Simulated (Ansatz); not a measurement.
A further run on the cluster ZnB7⁻ (the lowest singlet isomer of a short search).

```yaml
crystal:
  periodic: [false, false, false]
  atoms:
    - {symbol: Zn, position_ang: [-1.889175, 1.382186, -0.034910]}
    - {symbol: B, position_ang: [0.883207, -1.625536, -0.053191]}
    - {symbol: B, position_ang: [1.430614, 1.144522, 0.181773]}
    - {symbol: B, position_ang: [1.814683, -0.348340, 0.102836]}
    - {symbol: B, position_ang: [0.075045, 1.854395, 0.136981]}
    - {symbol: B, position_ang: [-0.653543, -1.713026, -0.167410]}
    - {symbol: B, position_ang: [0.080154, -0.058661, 0.001580]}
    - {symbol: B, position_ang: [-1.740985, -0.635530, -0.167649]}
basis:
  gaussian: {orbitals: 6-31G}
total_charge: -1
hamiltonian: {xc: {name: r2SCAN0}}
accuracy: high
scf: {lower_state_search: full}
output: {forces: true}
```

```sh
$ ansatz run in.yaml --threads 4 --pin off --events-out ev --progress --plain --max-ram 4787MiB
```

Shortened log:

```
Functional definition: r2SCAN0
2207 factors; integrals over basis functions are off by at most 4.7e-9 eV
mean field evaluation 1: about -53130.0019 eV, gradient 3.8e1 eV
mean field evaluation 2: about -53130.2345 eV, gradient 3.8e1 eV
mean field evaluation 4: about -53133.1799 eV, gradient 8.4e0 eV
mean field evaluation 8: about -53133.4317 eV, gradient 2.5e-1 eV
mean field evaluation 16: about -53133.4320 eV, gradient 4.1e-5 eV
mean field evaluation 32: about -53124.2489 eV, gradient 4.6e1 eV
mean field evaluation 64: about -53128.2888 eV, gradient 5.8e1 eV
mean field -53133.43199049 eV, -1952.6176105168 hartree, gradient 9.8e-8 eV, S^2 0.000000; 2 other end points of the search recorded, 0 dependent functions left out
reference -53133.43199107 eV, -1952.6176105379 hartree; 33, 33 occupied and 59, 59 virtual orbitals, 2207 factors
Total energy: -53133.43199107 eV, -1952.6176105379 hartree
Atom 0 at    -1.889175     1.382186    -0.034910 Å, force     0.308523    -0.225827     0.005797 eV/Å
Atom 1 at     0.883207    -1.625536    -0.053191 Å, force    -0.074185    -0.167164    -0.017176 eV/Å
Atom 2 at     1.430614     1.144522     0.181773 Å, force     0.060615     0.169023     0.016343 eV/Å
Atom 3 at     1.814683    -0.348340     0.102836 Å, force     0.137188     0.122213     0.018513 eV/Å
Atom 4 at     0.075045     1.854395     0.136981 Å, force    -0.044812    -0.019146    -0.004657 eV/Å
Atom 5 at    -0.653543    -1.713026    -0.167410 Å, force    -0.143463    -0.109325    -0.017833 eV/Å
Atom 6 at     0.080154    -0.058661     0.001580 Å, force    -0.248528     0.181823    -0.004871 eV/Å
Atom 7 at    -1.740985    -0.635530    -0.167649 Å, force     0.004661     0.048402     0.003884 eV/Å
Dipole moment:    -0.791729     0.579231    -0.014596 e Å
```

It took 18 s on 4 threads of Intel Xeon Platinum 8259CL on a shared host, peak host memory 0.55 GiB.

The 6-31G sets use Cartesian d functions. The highest occupied level of an anion often lies above zero with these methods, and sets without diffuse functions describe the outer electron poorly. The restricted singlet is unstable towards broken spin symmetry in Hartree–Fock (as tested in another run); at RKS r2SCAN0/6-31G this wasn't settled.

The dipole of an ion depends on the origin.
